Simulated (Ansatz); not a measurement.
Geometry optimisation, Ansatz, RKS LDA/def2-SVP.

Input file:

```yaml
crystal:
  periodic: [false, false, false]
  atoms:
    - { symbol: C, position_ang: [-0.071, -1.7826, 0.1884] }
    - { symbol: C, position_ang: [0.4836, -0.5678, -0.5846] }
    - { symbol: O, position_ang: [1.8302, -0.893, -0.8424] }
    - { symbol: C, position_ang: [0.5091, 0.7809, 0.1682] }
    - { symbol: F, position_ang: [1.1579, 1.6591, -0.6026] }
    - { symbol: Si, position_ang: [-1.2392, 1.5391, 0.4644] }
    - { symbol: H, position_ang: [0.0783, -2.6705, -0.3648] }
    - { symbol: H, position_ang: [-1.1583, -1.6054, 0.3154] }
    - { symbol: H, position_ang: [0.3614, -1.8399, 1.1979] }
    - { symbol: H, position_ang: [0.0109, -0.4712, -1.5421] }
    - { symbol: H, position_ang: [2.2653, -0.0897, -1.1778] }
    - { symbol: H, position_ang: [0.9986, 0.6878, 1.1349] }
    - { symbol: H, position_ang: [-2.0973, 0.6776, 1.3422] }
    - { symbol: H, position_ang: [-2.0162, 1.6854, -0.7915] }
    - { symbol: H, position_ang: [-1.1351, 2.8395, 1.1238] }
basis:
  gaussian: { orbitals: def2-SVP }
hamiltonian:
  xc: lda
relax:
  f_tol: 0.015
  max_steps: 40
output:
  orbitals: {}
```

Run as:

```bash
$ ansatz run input.yaml --threads 2 --pin off --max-ram 3072MiB --backend cpu --events-out ev --progress --plain --runs-dir out
```

Problem. Where does it end, and by what steps?

Solution. The run converged. The force dipped under the threshold on the way, but the program's further checks kept it going. After 8 steps the energy has fallen by 0.388 eV; H14 moved furthest, 0.17 Å.

```csv
step,energy less start (eV),largest force component (eV/Å),accepted
0,0.0000,3.197,yes
1,-0.3376,0.967,yes
2,-0.3812,0.244,yes
3,-0.3860,0.092,yes
4,-0.3872,0.032,yes
5,-0.3876,0.026,yes
6,-0.3879,0.010,yes
7,-0.3880,0.011,yes
8,-0.3880,0.008,yes
```

```xyz
15
Properties=species:S:1:pos:R:3
C -0.099 -1.703 0.183
C 0.512 -0.562 -0.581
O 1.845 -0.866 -0.857
C 0.466 0.736 0.193
F 1.218 1.657 -0.539
Si -1.259 1.485 0.456
H 0.020 -2.643 -0.393
H -1.182 -1.541 0.372
H 0.422 -1.832 1.157
H -0.069 -0.402 -1.533
H 2.246 -0.023 -1.157
H 0.989 0.575 1.169
H -2.055 0.649 1.423
H -1.970 1.543 -0.870
H -1.106 2.876 1.006
```

Whether the end is a true minimum wasn't checked by a vibrational analysis.

Time of the run: 20 s on 2 threads of Intel(R) Xeon(R) Platinum 8259CL CPU @ 2.50GHz (Skylake/Cascade Lake), with other jobs on the host, peak memory 0.19 GiB.
